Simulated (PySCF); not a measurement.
SMILES F[SiH2]O[SiH2]O[SiH](F)F at its B3LYP/def2-SVP optimised geometry (Å):

```
13

Si     0.5875     2.6670     0.5393
F     -0.5109     3.7850     0.1215
O     -0.0295     1.1787     0.2296
Si    -0.9730    -0.1307    -0.1016
O     -0.0145    -1.4793     0.0000
Si     0.5865    -2.9862     0.0000
F      0.0480    -3.7828     1.2920
F      0.0434    -3.7850    -1.2890
H      1.7947     2.8854    -0.2906
H      0.8471     2.8118     1.9909
H     -1.5033    -0.0257    -1.4821
H     -2.0535    -0.2350     0.9088
H      2.0535    -2.9862     0.0000
```

Method: B3LYP/def2-TZVP (PySCF 2.14.0). Cells within 0.4 Å of a nucleus heavier than hydrogen are left out (blank, or x).

Map of the electron localisation function on the plane z = 1.5 Å:

```
|0000000000000000000000000000000|
|0000000000000000000000000000000|
|0000000000000000000000000000000|
|0000000000000000000000000000000|
|0000000000000100000000000000000|
|0000000000001100023100000000000|
|0000000000000001588510000000000|
|0000000000000004999820000000000|
|0000000000000017999830000000000|
|0000000000000016999820000000000|
|0000000000000001477510000000000|
|0000000000000111111000000000000|
|0000000012000133100000000000000|
|0000000489720023310000000000000|
|0000001899992001110000000000000|
|0000003999997100000000000000000|
|0000003999998100000000000000000|
|0000001999994000000000000000000|
|0000000599950002210000000000000|
|0000000035200011100000000000000|
|0000000000000000000000000000000|
|0000000000000000000012100000000|
|0000000000000134420013200000000|
|0000000000002578751002200000000|
|000000000000378x872000000000000|
|000000000000368x873000000000000|
|0000000000002578862000000000000|
|0000000000000245531000000000000|
|0000000000000011110000000000000|
|0000000000000000000000000000000|
|0000000000000000000000000000000|
```
Scale: ten equal steps from 0.000 (start of '0') to 1.000 (end of '9'), in the order '0123456789'; x runs from -6.00 to 6.00, y from -6.00 (bottom) to 6.00 (top).
